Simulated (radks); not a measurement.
Question: Radial electron density D(r) = 4 pi r^2 rho(r) of an atom or ion with 21 electrons. Calculated with a radial shooting solver on a logarithmic mesh with Libxc functionals: Dirac Kohn-Sham, relativistic LDA (MacDonald-Vosko exchange, VWN5 correlation), spin-unpolarised, spherical densities, finite nucleus; Fermi nuclear charge, rms radius of each element as measured or else 0.836 A^(1/3) + 0.57 fm.

```
   r/bohr * D(r) (the largest magnitude, 87.4, reaches the edge; | marks zero)
 0.001475 |  *
 0.001875 |   *
 0.002365 |     *
 0.003006 |        *
 0.003821 |           *
 0.004858 |                *
 0.006176 |                      *
 0.007851 |                            *
 0.009981 |                                   *
  0.01269 |                                         *
    0.016 |                                            *
  0.02034 |                                             *
  0.02586 |                                          *
  0.03287 |                                       *
  0.04179 |                                        *
  0.05312 |                                              *
  0.06753 |                                                      *
  0.08585 |                                                      *
   0.1083 |                                            *
   0.1376 |                               *
    0.175 |                           *
   0.2224 |                              *
   0.2828 |                           *
   0.3595 |              *
    0.457 |    *
   0.5809 |*
   0.7326 *
   0.9314 *
```

What is the nuclear charge?

Answer: Z = 55. The innermost maximum, from 1s, lies near gamma/Z bohr with gamma = sqrt(1 - (Z/c)^2) = 0.916, here 0.0167 bohr (found: 0.0185), and its height grows with Z. The density is that of the caesium ion Cs34+ in [Ar] 3d3; the configuration itself is not fixed sharply by these data, and Z only to a few units. D(r) has 3 maxima, at r = 0.0185, 0.0774, 0.235 bohr, and minima at 0.0359, 0.168 bohr, inside which lie 2.03, 10.96 electrons.
